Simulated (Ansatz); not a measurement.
Born–Oppenheimer molecular dynamics of Cl3FH2NTa (8 atoms, charge 0, multiplicity 1). It starts from a relaxed structure.

Computed with RKS PBE0/def2-SVP in Ansatz 0.2.0.

* ensemble: NVT, Langevin thermostat
* time step: 0.5 fs
* steps asked: 150
* set temperature: 700 K
* friction: 0.05 /fs
* seed: 906481

First frame:

```xyz
8
Properties=species:S:1:pos:R:3
Ta 0.006 0.017 -0.003
N 1.957 0.059 0.002
H 2.520 0.011 0.847
H 2.523 0.084 -0.842
Cl 0.149 -0.191 2.317
Cl 0.156 0.018 -2.332
Cl -1.033 2.069 0.088
F -0.938 -1.599 -0.077
```

(1) How far do the bonds stretch over the last three quarters of this one trajectory? (Pairs bonded in most of those frames.)

Results:

(1) 
```csv
bond,mean (Å),spread (Å),shortest,longest
Ta1–N2,1.947,0.030,1.90,2.00
Ta1–Cl5,2.341,0.071,2.21,2.44
Ta1–Cl6,2.304,0.026,2.26,2.34
Ta1–Cl7,2.269,0.045,2.23,2.38
Ta1–F8,1.886,0.030,1.83,1.93
N2–H3,1.028,0.042,0.94,1.11
N2–H4,1.022,0.028,0.96,1.07
```

Pairs bonded in part of these frames only: Ta1–H3 24 %, Ta1–H4 8 %.

Mean temperature of the second half: 736 K. A run of 0.075 ps of so small a system gives no equilibrium averages.

The run took 16 min on 2 threads of Arm Neoverse V1 (shared host), peak memory 0.34 GiB.
